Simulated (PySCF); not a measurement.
PySCF input (M06-2X/def2-TZVPD):

```python
from pyscf import gto, scf, dft

mol = gto.M(
    atom='''
    C    -1.56289751    0.07488891   -0.02921117
    C    -0.35967586   -0.44105238   -0.71570794
    C     0.95593966   -0.09731581   -0.06182134
    O     1.07916202    0.54670366    0.94593619
    H    -1.46340044    0.65405543    0.87601448
    H    -2.54601833   -0.12457396   -0.42903952
    H    -0.29230953   -0.09028344   -1.75903592
    H    -0.37919533   -1.53842485   -0.82296003
    H     1.84742969   -0.49352672   -0.59202579
    ''',
    basis='def2-tzvpd',
    charge=0,
    spin=1,
    verbose=4,
)

mf = dft.UKS(mol, xc='m062x').density_fit(auxbasis='def2-universal-jkfit')
mf.grids.level = 4
mf.conv_tol = 1e-9
mf.max_cycle = 100
mf.max_memory = 1500
mf.kernel()
if not mf.converged:
    mf = mf.newton()
    mf.kernel(mf.make_rdm1())
for _ in range(2):
    mo, _, stable, _ = mf.stability(return_status=True)
    if stable:
        break
    mf.kernel(mf.make_rdm1(mo, mf.mo_occ))
mf.analyze()
```

End of the output:

```
Extra cycle  E= -192.458448193243  delta_E= -8.23e-11  |g|= 5.72e-06  |ddm|= 1.83e-05
converged SCF energy = -192.458448193243  <S^2> = 0.7551877  2S+1 = 2.005181
uhf_internal: lowest eigs of H = [0.26524668 0.32487359 0.33795261]
<class 'pyscf.df.df_jk.DFUKS'> wavefunction is stable in the internal stability analysis
**** SCF Summaries ****
Total Energy =                        -192.458448193242504
Nuclear Repulsion Energy =             110.971294526181595
One-electron Energy =                 -479.645970875867249
Two-electron Energy =                  176.216228156443123
Two-electron Coulomb Energy =          202.815126126973468
DFT Exchange-Correlation Energy =      -26.598897970530341
HOMO-LUMO gap [eV] =                     6.523546163469942
**** MO energy ****
                             alpha | beta                alpha | beta
MO #1   energy= -19.6345423755847  | -19.6345712909781  occ= 1 | 1
MO #2   energy= -10.6360206026186  | -10.6359700806885  occ= 1 | 1
MO #3   energy= -10.5618635660153  | -10.5625508887125  occ= 1 | 1
MO #4   energy= -10.551274096154   | -10.5444024687851  occ= 1 | 1
MO #5   energy= -1.18245214984458  | -1.18243807399968  occ= 1 | 1
MO #6   energy= -0.895741997728461 | -0.88269391666881  occ= 1 | 1
MO #7   energy= -0.755689228928357 | -0.729474965843679 occ= 1 | 1
MO #8   energy= -0.646890931590558 | -0.637147659782595 occ= 1 | 1
MO #9   energy= -0.582422994447441 | -0.578294758655066 occ= 1 | 1
MO #10  energy= -0.534963557884281 | -0.52919243408954  occ= 1 | 1
MO #11  energy= -0.531992384264286 | -0.523616125846134 occ= 1 | 1
MO #12  energy= -0.480251951593299 | -0.47095543800183  occ= 1 | 1
MO #13  energy= -0.456123982386247 | -0.447597964569229 occ= 1 | 1
MO #14  energy= -0.446893690827199 | -0.441194587939245 occ= 1 | 1
MO #15  energy= -0.338478489888214 | -0.33829761505736  occ= 1 | 1
MO #16  energy= -0.271884659978323 | -0.0321487582982236 occ= 1 | 0
MO #17  energy= 0.0129409301664718 | 0.00929753716297002 occ= 0 | 0
MO #18  energy= 0.0160786035080226 | 0.0153445730994887 occ= 0 | 0
MO #19  energy= 0.037590240119598  | 0.0322193112499791 occ= 0 | 0
MO #20  energy= 0.0410959452285774 | 0.040206641109833  occ= 0 | 0
MO #21  energy= 0.0650387204638544 | 0.0598690526688248 occ= 0 | 0
MO #22  energy= 0.075718397353432  | 0.0733904447731235 occ= 0 | 0
MO #23  energy= 0.0914688888588562 | 0.0823845915431584 occ= 0 | 0
MO #24  energy= 0.100915613483376  | 0.0973002746369652 occ= 0 | 0
MO #25  energy= 0.104762783548473  | 0.100507993472323  occ= 0 | 0
MO #26  energy= 0.139250029245103  | 0.137146682686714  occ= 0 | 0
MO #27  energy= 0.141685872263486  | 0.138974533939753  occ= 0 | 0
MO #28  energy= 0.170290982493103  | 0.152875876372381  occ= 0 | 0
MO #29  energy= 0.181686228651028  | 0.1756608550038    occ= 0 | 0
MO #30  energy= 0.190693622168022  | 0.185775026986674  occ= 0 | 0
MO #31  energy= 0.202629811438689  | 0.190292023395744  occ= 0 | 0
MO #32  energy= 0.203476160593449  | 0.193998342783628  occ= 0 | 0
MO #33  energy= 0.209151443169962  | 0.195823640184682  occ= 0 | 0
MO #34  energy= 0.212798575090226  | 0.211361278944312  occ= 0 | 0
MO #35  energy= 0.235342928822386  | 0.225130767744733  occ= 0 | 0
MO #36  energy= 0.238630986970155  | 0.233543160641727  occ= 0 | 0
MO #37  energy= 0.240675576464571  | 0.239169855827342  occ= 0 | 0
MO #38  energy= 0.25682393744263   | 0.248253327932459  occ= 0 | 0
MO #39  energy= 0.273267359538061  | 0.271070201897633  occ= 0 | 0
MO #40  energy= 0.283554614970287  | 0.273531610830588  occ= 0 | 0
MO #41  energy= 0.293245433097328  | 0.289087583253702  occ= 0 | 0
MO #42  energy= 0.297288803062918  | 0.299457255138439  occ= 0 | 0
MO #43  energy= 0.324369242177469  | 0.312790830123684  occ= 0 | 0
MO #44  energy= 0.329589839994264  | 0.313833396522045  occ= 0 | 0
MO #45  energy= 0.334013324128937  | 0.325612902023821  occ= 0 | 0
MO #46  energy= 0.336672201189623  | 0.335004670929775  occ= 0 | 0
MO #47  energy= 0.347387446722001  | 0.337646526242759  occ= 0 | 0
MO #48  energy= 0.34849031523709   | 0.339359451686358  occ= 0 | 0
MO #49  energy= 0.35628474859077   | 0.351664204804166  occ= 0 | 0
MO #50  energy= 0.365616504887102  | 0.360344219910951  occ= 0 | 0
MO #51  energy= 0.381168163989461  | 0.369198857297433  occ= 0 | 0
MO #52  energy= 0.385370241832737  | 0.371763828892306  occ= 0 | 0
MO #53  energy= 0.401900902103548  | 0.383744300717366  occ= 0 | 0
MO #54  energy= 0.407397236497501  | 0.399567257895499  occ= 0 | 0
MO #55  energy= 0.428162049384737  | 0.419069655738184  occ= 0 | 0
MO #56  energy= 0.437974010801044  | 0.423808617539234  occ= 0 | 0
MO #57  energy= 0.446739097292252  | 0.433563575898131  occ= 0 | 0
MO #58  energy= 0.454961987654163  | 0.443028279286354  occ= 0 | 0
MO #59  energy= 0.459449512818365  | 0.448726193129435  occ= 0 | 0
MO #60  energy= 0.482479465521713  | 0.46853418346393   occ= 0 | 0
MO #61  energy= 0.485105546342988  | 0.472985625118958  occ= 0 | 0
MO #62  energy= 0.50440300329556   | 0.49516900588617   occ= 0 | 0
MO #63  energy= 0.524262042045268  | 0.497204388518172  occ= 0 | 0
MO #64  energy= 0.532734630364595  | 0.513090941294995  occ= 0 | 0
MO #65  energy= 0.536254544864184  | 0.530228175094563  occ= 0 | 0
MO #66  energy= 0.563493340653815  | 0.550948794212566  occ= 0 | 0
MO #67  energy= 0.578383833713711  | 0.571638149583803  occ= 0 | 0
MO #68  energy= 0.579838334707089  | 0.57979975559848   occ= 0 | 0
MO #69  energy= 0.614107783351346  | 0.612372383929634  occ= 0 | 0
MO #70  energy= 0.623494000218591  | 0.617510559510624  occ= 0 | 0
MO #71  energy= 0.626850426364781  | 0.61813500237798   occ= 0 | 0
MO #72  energy= 0.642678353346305  | 0.636020037170975  occ= 0 | 0
MO #73  energy= 0.651378537986583  | 0.646534033894215  occ= 0 | 0
MO #74  energy= 0.673524074046731  | 0.659095896672051  occ= 0 | 0
MO #75  energy= 0.683672818989224  | 0.679071088881468  occ= 0 | 0
MO #76  energy= 0.707090680515288  | 0.697986505256636  occ= 0 | 0
MO #77  energy= 0.721916935084417  | 0.713908822351947  occ= 0 | 0
MO #78  energy= 0.728597041273529  | 0.72396807708233   occ= 0 | 0
MO #79  energy= 0.744410248670795  | 0.740104281217799  occ= 0 | 0
MO #80  energy= 0.752873532724026  | 0.745691425112639  occ= 0 | 0
MO #81  energy= 0.769555283617023  | 0.761328116956841  occ= 0 | 0
MO #82  energy= 0.78766424062506   | 0.775999208070063  occ= 0 | 0
MO #83  energy= 0.82472563632356   | 0.819481260957172  occ= 0 | 0
MO #84  energy= 0.846084471043966  | 0.840099653172533  occ= 0 | 0
MO #85  energy= 0.871352915668009  | 0.865818329035726  occ= 0 | 0
MO #86  energy= 0.896012802996509  | 0.894687572153547  occ= 0 | 0
MO #87  energy= 0.949473878175105  | 0.945817867378288  occ= 0 | 0
MO #88  energy= 0.970120990321694  | 0.971930220624474  occ= 0 | 0
MO #89  energy= 0.990436070414625  | 0.986845965210699  occ= 0 | 0
MO #90  energy= 0.990503895799996  | 0.987367337307367  occ= 0 | 0
MO #91  energy= 1.07396188217755   | 1.07311424956749   occ= 0 | 0
MO #92  energy= 1.08563110931607   | 1.0886482795169    occ= 0 | 0
MO #93  energy= 1.10863336462235   | 1.11076175115509   occ= 0 | 0
MO #94  energy= 1.18678067814227   | 1.18625602935236   occ= 0 | 0
MO #95  energy= 1.20053176851415   | 1.19955022362418   occ= 0 | 0
MO #96  energy= 1.21217101001742   | 1.21291757771027   occ= 0 | 0
MO #97  energy= 1.26026790297446   | 1.25870008463124   occ= 0 | 0
MO #98  energy= 1.276832190736     | 1.2766754625315    occ= 0 | 0
MO #99  energy= 1.29279665196482   | 1.29270870059886   occ= 0 | 0
MO #100 energy= 1.32674959223282   | 1.32214487733672   occ= 0 | 0
MO #101 energy= 1.3546360523808    | 1.35129011547306   occ= 0 | 0
MO #102 energy= 1.42927355639041   | 1.42905420973598   occ= 0 | 0
MO #103 energy= 1.51343447762143   | 1.5136422484543    occ= 0 | 0
MO #104 energy= 1.66740799130339   | 1.67143028967906   occ= 0 | 0
[...]
```

It need not be the lowest isomer of its formula.
